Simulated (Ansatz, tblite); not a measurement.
Species of one formula, SiB$_{5}$H$_{7}$²⁻ (singlet), each relaxed with PBE-D4/def2-SVPD in Ansatz.

The xTB rows come from tblite. Correlated methods freeze 10 core orbitals. A multiply charged anion in the gas phase is held together partly by the finite basis.

A: At HF/STO-3G, CCSD(T)/def2-SVPD, MP2/def2-TZVPD, PBE-D4/def2-TZVPD and others the highest occupied level of the charge -2 singlet lies above zero (up to 6.07 eV). In Hartree–Fock with STO-3G the lack of diffuse functions raises the level. The electron is either unbound and held by the finite basis, or the level is raised by self-interaction error. B: At HF/STO-3G, CCSD(T)/def2-SVPD, MP2/def2-TZVPD, PBE-D4/def2-TZVPD and others the highest occupied level of the charge -2 singlet lies above zero (up to 6.27 eV). In Hartree–Fock with STO-3G the lack of diffuse functions raises the level. The electron is either unbound and held by the finite basis, or the level is raised by self-interaction error.

Other spin states weren't relaxed.

A: [closo-1-(SiH3)B5H4]2- (SiB5H7²⁻)

Cartesian coordinates in Å:
```
B -0.2073 -1.3294 -0.5089
B -1.3859 -0.2127 0.3180
B 0.1730 0.2683 -0.1174
B -1.1680 -1.8199 0.7920
B 0.1018 -0.7834 1.2018
Si 1.1584 1.8028 -0.7826
H 0.1322 -1.9805 -1.5008
H -2.4288 0.4469 0.2957
H 2.6833 1.6679 -1.0253
H 1.1632 3.1097 0.0504
H 0.7636 2.4113 -2.1523
H -1.7901 -2.7887 1.2133
H 0.8046 -0.7924 2.2163
```

B: [closo-2-(SiH3)B5H4]2- (SiB5H7²⁻)

```xyz
13

B     0.100    0.048    0.049
B    -1.598    0.488   -0.382
B    -1.184   -1.032    0.236
B    -0.279    0.884   -1.366
B    -0.700   -0.754   -1.360
Si    1.651    0.199    1.250
H     2.578   -1.031    1.330
H     1.370    0.435    2.750
H     2.731    1.296    1.047
H    -2.605    1.164   -0.156
H    -1.585   -1.911    0.987
H     0.158    1.770   -2.088
H    -0.638   -1.556   -2.296
```

Estimate their order by electronic energy at PBE-QIDH/def2-TZVPD, counted from the lowest.

A (0.0) < B (1.8), in kcal/mol.

Do the other levels pick the same lowest one?

All that were run do. Energies above each level's lowest (kcal/mol):

| level | A | B |
| --- | --- | --- |
| GFN2-xTB | 0.0 | 6.5 |
| HF/STO-3G | 0.0 | 2.1 |
| HF/def2-SVPD | 0.0 | 2.3 |
| HF/def2-TZVPD | 0.0 | 2.5 |
| PBE-D4/def2-TZVPD | 0.0 | 1.7 |
| revPBE-D4/def2-TZVPD | 0.0 | 1.7 |
| r2SCAN-D4/def2-TZVPD | 0.0 | 2.2 |
| PBE0-D4/def2-TZVPD | 0.0 | 1.7 |
| ωB97X-V/def2-TZVPD | 0.0 | 1.7 |
| PBE-QIDH/def2-TZVPD | 0.0 | 1.8 |
| MP2/def2-SVPD | 0.0 | 1.5 |
| MP2/def2-TZVPD | 0.0 | 1.3 |
| CCSD/def2-SVPD | 0.0 | 1.8 |
| CCSD(T)/def2-SVPD | 0.0 | 1.8 |
Point groups (tolerance 0.1 Å): A C3v, B not assigned.
